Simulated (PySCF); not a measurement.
**EPR parameters of C5H5F3NO**

C5H5F3NO (doublet state).
Z-matrix (Å and degrees, GFN2-xTB geometry), rows numbered from 1:
```
N 
C   1  1.3438
O   2  1.2039  1  124.29
C   2  1.5503  1  113.23  3  -179.18
C   4  1.4764  2  108.53  1    80.28
C   5  1.3794  4  122.85  2   -88.06
F   6  1.3595  5  118.46  4    -2.67
C   6  1.3735  5  126.66  4   177.86
F   8  1.3289  6  122.92  5    -0.56
F   8  1.3252  6  125.19  5   179.12
H   1  1.0070  2  118.81  3     1.64
H   1  1.0050  2  122.50  3   178.44
H   4  1.0906  2  108.30  1   -40.84
H   4  1.0886  2  107.24  1  -160.12
H   5  1.0763  4  119.30  2    87.06
```

The hyperfine couplings belong to this conformer and change with its torsions.

As a line formula: `NC(=O)C[CH]C(F)=C(F)F` [radical].

Computed, not measured: UKS B3LYP, pcH-1 on C F H N O, non-relativistic, mean-field spin-orbit, GIAO (PySCF). One conformer (not necessarily the lowest) at the GFN2-xTB geometry, without solvent, vibrations or thermal averaging. A GFN2-xTB geometry isn't a minimum of the functional, and hyperfine couplings can be far from their values at a DFT geometry. The SCF solution wasn't tested for stability. ⟨S²⟩ is 0.775 where a pure state has 0.75.

```
g1, g2, g3                      : 2.00192, 2.00394, 2.00412
g_iso                           : 2.00333
Form of g                       : close to axial: the two nearest values differ by 8 % of g3 − g1
⟨S²⟩                            : 0.7752 (exact 0.7500)
α and β electrons               : 39, 38
HOMO–LUMO gap, α and β orbitals : 5.84, 4.50 eV
Total energy                    : -623.02169 Eh
```

Isotropic coupling and dipolar principal values T1 to T3, in MHz:

```csv
atom,isotope,a_iso,T1,T2,T3,Mulliken spin population
N1,14N,1.0,-0.6,-0.3,0.8,0.01
C2,13C,56.4,-4.6,-4.0,8.6,0.03
O3,17O,-1.1,-7.9,2.9,5.0,0.02
C4,13C,-21.2,-2.0,0.5,1.5,-0.05
C5,13C,56.4,-52.0,-50.9,102.9,0.65
C6,13C,-60.5,-30.7,13.2,17.4,-0.22
F7,19F,-29.1,-68.5,24.1,44.5,-0.01
C8,13C,66.9,-57.4,-55.8,113.3,0.51
F9,19F,83.7,-145.1,-112.6,257.8,0.03
F10,19F,95.0,-165.2,-135.1,300.3,0.04
H11,1H,1.9,-1.3,-0.7,2.0,0.00
H12,1H,-0.8,-1.6,-0.8,2.4,0.00
H13,1H,30.0,-2.8,-2.7,5.5,0.01
H14,1H,23.3,-3.1,-2.7,5.8,0.01
H15,1H,-40.3,-21.5,-1.4,23.0,-0.03
```

Largest spin populations (Mulliken): C5 (+0.65), C8 (+0.51) and C6 (-0.22). The angles at C5 add up to 359.8°, so it is planar; its axial dipolar tensor and the negative coupling of its proton fit spin in a p orbital normal to that plane.

Axes: g2 points within 15° of the C8–F10 bond.

Under fast tumbling the dipolar parts average out, and these isotropic splittings remain (the largest six): 1 × 19F (F10, I = 1/2, 2 lines) with 3.39 mT, 1 × 19F (F9, I = 1/2, 2 lines) with 2.99 mT, 1 × 1H (H15, I = 1/2, 2 lines) with 1.44 mT, 1 × 19F (F7, I = 1/2, 2 lines) with 1.04 mT, 2 × 1H (H13/H14, I = 1/2, 3 lines) with 0.95 mT and 1 × 1H (H11, I = 1/2, 2 lines) with 0.07 mT.

Means are taken over nuclei equivalent by connectivity, which assumes that they swap fast. H11 and H12 aren't averaged: N1 is flat or nearly so (angle sum 360°), and its turn about the short N1–C2 bond (1.34 Å) is taken as slow. The 1H value of +26.6 MHz is a mean of couplings from 23.3 to 30.0 MHz in this one geometry, not an average over conformers.

The 13C coupling of C8 (66.9 MHz) shows only in satellite lines or after enrichment, since that isotope makes up about 1.07 % of natural carbon.
